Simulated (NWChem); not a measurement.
System: silacyclobutane (C3H8Si); SMILES C1C[SiH2]C1

Parts of the log:

```
             Northwest Computational Chemistry Package (NWChem) 7.3.0
             --------------------------------------------------------

                             Geometry "geometry" -> ""
                             -------------------------

 Output coordinates in angstroms (scale by  1.889725989 to convert to a.u.)

  No.       Tag          Charge          X              Y              Z
 ---- ---------------- ---------- -------------- -------------- --------------
    1 C                    6.0000    -0.19386000     1.33954600     0.00000000
    2 C                    6.0000     0.15798900     0.41577400    -1.19819700
    3 Si                  14.0000    -0.06925400    -1.03800800     0.00000000
    4 C                    6.0000     0.15798900     0.41577400     1.19819700
    5 H                    1.0000     0.31973800     2.31602500     0.00000000
    6 H                    1.0000    -1.27611900     1.55026400     0.00000000
    7 H                    1.0000     1.21721700     0.52134000    -1.48496900
    8 H                    1.0000    -0.45723000     0.52571800    -2.10227400
    9 H                    1.0000    -1.45633800    -1.60058300     0.00000000
   10 H                    1.0000     0.90211300    -2.17795600     0.00000000
   11 H                    1.0000     1.21721700     0.52134000     1.48496900
   12 H                    1.0000    -0.45723000     0.52571800     2.10227400

 Effective nuclear repulsion energy (a.u.)     168.2298990331

                                 NWChem DFT Module
                                 -----------------

 Summary of "ao basis" -> "ao basis" (spherical)
 ------------------------------------------------------------------------------
       Tag                 Description            Shells   Functions and Types
 ---------------- ------------------------------  ------  ---------------------
 C                         6-311++g**               10       22   5s4p1d
 Si                        6-311++g**               14       30   7s6p1d
 H                         6-311++g**                5        7   4s1p

 in cosmo_initialize ...
 calling solv_data for solv:h2o

 solvent parameters
 solvname_short: h2o
 solvname_long:  water
 dielec:       78.4000
 dielecinf:     1.7769
 aqueous SMD model solvent descriptors
 dielec:       78.4000
 sola:          0.8200

          ---------------
          -cosmo- solvent
          ---------------
 Cosmo: York-Karplus, doi: 10.1021/jp992097l
 dielectric constant -eps-     =  78.40
 screen = (eps-1)/(eps    )    =   0.98724
 surface charge correction     = lagrangian

   van der Waals surface
 --------------------------

 ---------- ATOMIC COORDINATES (A.U.) ------------ VDWR(ANG.) --
     1   -0.36634228    2.53137489    0.00000000     1.850
     2    0.29855592    0.78569893   -2.26426401     1.850
     3   -0.13087108   -1.96155069    0.00000000     2.470
     4    0.29855592    0.78569893    2.26426401     1.850
     5    0.60421721    4.37665263    0.00000000     1.200
     6   -2.41151524    2.92957417    0.00000000     1.200
     7    2.30020660    0.98518975   -2.80618451     1.200
     8   -0.86403941    0.99346297   -3.97272181     1.200
     9   -2.75207977   -3.02466329    0.00000000     1.200
    10    1.70474638   -4.11574006    0.00000000     1.200
    11    2.30020660    0.98518975    2.80618451     1.200
    12   -0.86403941    0.99346297    3.97272181     1.200
 number of segments per atom =        128
 number of   points per atom =        128
 atom (   nspa,  nppa )
 ----------------------
    1 (     38,     0 )       0
    2 (     36,     0 )       0
    3 (     82,     0 )       0
    4 (     36,     0 )       0
    5 (     54,     0 )       0
    6 (     54,     0 )       0
    7 (     52,     0 )       0
    8 (     55,     0 )       0
    9 (     34,     0 )       0
   10 (     34,     0 )       0
   11 (     52,     0 )       0
   12 (     55,     0 )       0
 number of -cosmo- surface points =      582
 molecular surface =    112.771 angstrom**2
 molecular volume  =     99.632 angstrom**3
 -lineq- algorithm             =   0
 -bem- low  level              =   3
 -bem- from -octahedral-
 gaussian surface charge width =   4.50000
 degree of switching           =   1.00000
 switching function tolerance  =   0.00010
 atomic radii =
 --------------
    1  6.000  1.850
    2  6.000  1.850
    3 14.000  2.470
    4  6.000  1.850
    5  1.000  1.200
    6  1.000  1.200
    7  1.000  1.200
    8  1.000  1.200
    9  1.000  1.200
   10  1.000  1.200
   11  1.000  1.200
   12  1.000  1.200
 ...... end of -cosmo- initialization ......

 nat:                    12
 ixmem:                  7844
 calling mnsol_interface()
 G(SMD-CDS) energy (kcal/mol)  =     2.896
 SMD-CDS SASA (angstrom**2)    =   144.962

            General Information
            -------------------
          SCF calculation type: DFT
          Wavefunction type:  closed shell.
          No. of atoms     :    12
          No. of electrons :    40
           Alpha electrons :    20
            Beta electrons :    20
          Charge           :     0
          Spin multiplicity:     1
          Use of symmetry is: off; symmetry adaption is: off
          Maximum number of iterations: 150
          AO basis - number of functions:   152
                     number of shells:    84
          Convergence on energy requested:  1.00D-06
          Convergence on density requested:  1.00D-05
          Convergence on gradient requested:  5.00D-04

              XC Information
              --------------
                         PBE0 Method XC Functional
                     Hartree-Fock (Exact) Exchange  0.250
          PerdewBurkeErnzerhof Exchange Functional  0.750
            Perdew 1991 LDA Correlation Functional  1.000 local
           PerdewBurkeErnz. Correlation Functional  1.000 non-local

             Grid Information
             ----------------
          Grid used for XC integration:  medium
          Radial quadrature: Mura-Knowles
          Angular quadrature: Lebedev.
          Tag              B.-S. Rad. Rad. Pts. Rad. Cut. Ang. Pts.
          ---              ---------- --------- --------- ---------
          C                   0.70       49          14.0       434
          Si                  1.10       88          14.0       590
          H                   0.35       45          15.0       434
          Grid pruning is: on
          Number of quadrature shells:   595
          Spatial weights used:  Erf1

      Superposition of Atomic Density Guess
      -------------------------------------

 Sum of atomic energies:        -405.84265309

      Non-variational initial energy
      ------------------------------

 Total energy =    -408.491138
 1-e energy   =    -889.408586
 2-e energy   =     312.687549
 HOMO         =      -0.329619
 LUMO         =       0.015963

   convergence    iter        energy       DeltaE   RMS-Dens  Diis-err
 ---------------- ----- ----------------- --------- --------- ---------
     COSMO gas phase
 d= 0,ls=0.0,diis     1   -408.3321564925 -5.77D+02  4.70D-03  5.52D-01
 d= 0,ls=0.0,diis     2   -408.3594513372 -2.73D-02  3.25D-03  6.63D-02
 d= 0,ls=0.0,diis     3   -408.3604997987 -1.05D-03  1.42D-03  6.18D-02
 d= 0,ls=0.0,diis     4   -408.3684958584 -8.00D-03  1.33D-04  2.86D-04
 d= 0,ls=0.0,diis     5   -408.3685328303 -3.70D-05  3.64D-05  3.17D-05
  Resetting Diis
 d= 0,ls=0.0,diis     6   -408.3685362310 -3.40D-06  9.54D-06  1.69D-06
 d= 0,ls=0.0,diis     7   -408.3685364135 -1.83D-07  5.07D-06  2.34D-07

   convergence    iter        energy       DeltaE   RMS-Dens  Diis-err
 ---------------- ----- ----------------- --------- --------- ---------
     COSMO solvation phase
 d= 0,ls=0.0,diis     1   -408.3655206849  3.02D-03  9.09D-04  3.64D-04
 d= 0,ls=0.0,diis     2   -408.3656434033 -1.23D-04  1.20D-04  4.88D-05
 d= 0,ls=0.0,diis     3   -408.3656484713 -5.07D-06  4.65D-05  2.32D-05
 d= 0,ls=0.0,diis     4   -408.3656514259 -2.95D-06  1.48D-05  2.04D-06
 d= 0,ls=0.0,diis     5   -408.3656517190 -2.93D-07  1.62D-06  3.72D-08

         Total DFT energy =     -408.365651719012
      One electron energy =     -894.289760553711
           Coulomb energy =      357.577018839816
    Exchange-Corr. energy =      -39.937708700446
 Nuclear repulsion energy =      168.229899033128

             COSMO energy =        0.054899662202

 Numeric. integr. density =       40.000007605259

                                COSMO-SMD solvation results
                                ---------------------------

             internal energy in gas <Psi(g)|H|Psi(g)> =      -408.368536413506
         internal energy in solvent <Psi(s)|H|Psi(s)> =      -408.368382275182
                               delta internal energy  =         0.000154138323 (    0.10 kcal/mol)
   total free energy in solvent <Psi(s)|H+V/2|Psi(s)> =      -408.370266366247
 polarization energy contribution <Psi(s)|V/2|Psi(s)> =        -0.001884091065 (   -1.18 kcal/mol)
    total free energy in solvent including G(SMD-CDS) =      -408.365651719012
                       G(SMD-CDS) energy contribution =         0.004614647235 (    2.90 kcal/mol)
     1 M fixed-concentration free energy of solvation =         0.002884694494 (    1.81 kcal/mol)

                       DFT Final Molecular Orbital Analysis
                       ------------------------------------

 Vector   18  Occ=2.000000D+00  E=-3.310651D-01
              MO Center= -7.3D-02, -1.9D-01, -5.8D-09, r^2= 4.4D+00
   Bfn.  Coefficient  Atom+Function         Bfn.  Coefficient  Atom+Function
  ----- ------------  ---------------      ----- ------------  ---------------
   133     -0.182808  10 H  s               126      0.170931   9 H  s
    60     -0.153788   3 Si px              105      0.150821   6 H  s
     7     -0.147586   1 C  px               11     -0.142564   1 C  px
    29      0.127858   2 C  px               81      0.127858   4 C  px
    33      0.126167   2 C  px               85      0.126167   4 C  px

 Vector   19  Occ=2.000000D+00  E=-3.027572D-01
              MO Center=  7.1D-02, -3.3D-03,  6.0D-09, r^2= 2.7D+00
   Bfn.  Coefficient  Atom+Function         Bfn.  Coefficient  Atom+Function
  ----- ------------  ---------------      ----- ------------  ---------------
    62      0.248495   3 Si pz               30      0.168521   2 C  py
    82     -0.168521   4 C  py               32     -0.162351   2 C  s
    84      0.162351   4 C  s                31     -0.157788   2 C  pz
    34      0.157630   2 C  py               83     -0.157788   4 C  pz
    86     -0.157630   4 C  py               35     -0.154975   2 C  pz

 Vector   20  Occ=2.000000D+00  E=-2.898657D-01
              MO Center=  5.9D-02,  1.0D-01, -4.0D-09, r^2= 3.5D+00
   Bfn.  Coefficient  Atom+Function         Bfn.  Coefficient  Atom+Function
  ----- ------------  ---------------      ----- ------------  ---------------
    61      0.227961   3 Si py               12      0.202595   1 C  py
    30     -0.189434   2 C  py               82     -0.189434   4 C  py
     8      0.175426   1 C  py               34     -0.171123   2 C  py
    86     -0.171123   4 C  py               98      0.151974   5 H  s
   133     -0.128104  10 H  s                50      0.124195   3 Si s

 Vector   21  Occ=0.000000D+00  E=-1.056141D-03
              MO Center= -5.9D-02, -9.2D-01, -4.9D-07, r^2= 1.1D+01
   Bfn.  Coefficient  Atom+Function         Bfn.  Coefficient  Atom+Function
  ----- ------------  ---------------      ----- ------------  ---------------
    36      2.981810   2 C  s                88     -2.981808   4 C  s
    69      0.875857   3 Si pz               65      0.698429   3 Si pz
   121     -0.665408   8 H  s               149      0.665408  12 H  s
    32      0.498800   2 C  s                84     -0.498800   4 C  s
   114     -0.485744   7 H  s               142      0.485744  11 H  s

 Vector   22  Occ=0.000000D+00  E= 2.910051D-03
              MO Center=  2.4D-01,  7.2D-01,  4.8D-07, r^2= 1.5D+01
   Bfn.  Coefficient  Atom+Function         Bfn.  Coefficient  Atom+Function
  ----- ------------  ---------------      ----- ------------  ---------------
    66      1.736350   3 Si s                14      1.329625   1 C  s
    36      1.199473   2 C  s                88      1.199475   4 C  s
   128     -1.000225   9 H  s               107     -0.941437   6 H  s
   114     -0.944980   7 H  s               142     -0.944980  11 H  s
   100     -0.757919   5 H  s               121     -0.688970   8 H  s

 Vector   23  Occ=0.000000D+00  E= 1.885821D-02
              MO Center= -3.3D-01, -9.7D-01, -1.1D-07, r^2= 1.6D+01
   Bfn.  Coefficient  Atom+Function         Bfn.  Coefficient  Atom+Function
  ----- ------------  ---------------      ----- ------------  ---------------
    14      5.577214   1 C  s                66     -3.311358   3 Si s
   100     -1.870241   5 H  s                36     -1.637902   2 C  s
    88     -1.637903   4 C  s               128      1.552783   9 H  s
   135      0.986065  10 H  s                15      0.809533   1 C  px
    38     -0.794184   2 C  py               90     -0.794184   4 C  py

     Multipole analysis of the density
     ---------------------------------

     L   x y z        total         alpha         beta         nuclear
     -   - - -        -----         -----         ----         -------
     0   0 0 0     -0.000000    -20.000000    -20.000000     40.000000

     1   1 0 0      0.101152      0.265513      0.265513     -0.429875
     1   0 1 0      0.252188     -0.512934     -0.512934      1.278056
     1   0 0 1     -0.000000     -0.000000     -0.000000      0.000000

     2   2 0 0    -25.303614    -28.076940    -28.076940     30.850265
     2   1 1 0     -0.061961     -0.304881     -0.304881      0.547802
     2   1 0 1      0.000000      0.000000      0.000000      0.000000
     2   0 2 0    -26.640245    -92.051670    -92.051670    157.463095
     2   0 1 1      0.000000      0.000000      0.000000      0.000000
     2   0 0 2    -25.264142    -67.050610    -67.050610    108.837078
```

Level: PBE0/6-311++G** (spherical d), SMD on the gas-phase geometry. The geometry was optimised at PBE0/def2-SVP. Solvent: water.

**Question.** Reconstruct the input file.

**Answer.** One answer among several that fit: the input that was run:
```
start job
memory heap 200 mb stack 900 mb global 1100 mb
geometry units angstroms noautosym nocenter noautoz
  C     -0.193860     1.339546     0.000000
  C      0.157989     0.415774    -1.198197
  Si    -0.069254    -1.038008     0.000000
  C      0.157989     0.415774     1.198197
  H      0.319738     2.316025     0.000000
  H     -1.276119     1.550264     0.000000
  H      1.217217     0.521340    -1.484969
  H     -0.457230     0.525718    -2.102274
  H     -1.456338    -1.600583     0.000000
  H      0.902113    -2.177956     0.000000
  H      1.217217     0.521340     1.484969
  H     -0.457230     0.525718     2.102274
end
basis spherical
  C library 6-311++g**
  Si library 6-311++g**
  H library 6-311++g**
end
dft
  xc pbe0
  iterations 150
end
cosmo
  do_cosmo_smd true
  solvent water
end
task dft energy
```
